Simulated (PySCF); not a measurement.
SiH₂Cl₂, SMILES Cl[SiH2]Cl. Geometry optimised at B3LYP-D3(BJ)/def2-TZVP. The isomer is the one that the SMILES or the coordinates give; other isomers of the formula were not compared.

TDA-PBE/def2-SVPD (PySCF) puts the lowest singlet excitations at 6.73, 6.95, 7.26, 7.29, 7.30, 7.47 eV.

Problem. What are the lowest excitation roots from ADC(2)/aug-cc-pVDZ (PySCF)? (An estimate is asked for; the answer gives what the named calculation found.)

Solution. 7.92, 8.04, 8.30, 8.50, 8.52, 8.62 eV. S1 differs by 1.19 eV (second minus first; roots are paired by order, and the bases may differ).
